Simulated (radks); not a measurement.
Species: neutral gallium. Configuration: [Ar] 3d10 4s2 4p1. All-electron calculation, scalar-relativistic Kohn-Sham, r2SCAN, spin-unpolarised, spherical densities, finite nucleus; meta-GGA in the generalised Kohn-Sham scheme; Fermi nuclear charge, rms radius 3.9973 fm. Program: a radial shooting solver on a logarithmic mesh with Libxc functionals. Some entries of the table are withheld. Estimate them.

orbital  occ.  eigenvalue (eV)  <1/r> (bohr^-1)
1s          2        -10259.74            31.30
2s          2              (1)            6.863
2p          6              (2)              (3)
3s          2              (4)              (5)
3p          6        -101.8668              (6)
3d         10         -19.6953            1.650
4s          2          -9.2523           0.5520
4p          1          -2.5348           0.3920

Answer. 
(1) 2s eigenvalue (eV): -1273.894
(2) 2p eigenvalue (eV): -1106.994
(3) 2p <1/r> (bohr^-1): 6.715
(4) 3s eigenvalue (eV): -152.8429
(5) 3s <1/r> (bohr^-1): 2.186
(6) 3p <1/r> (bohr^-1): 2.028
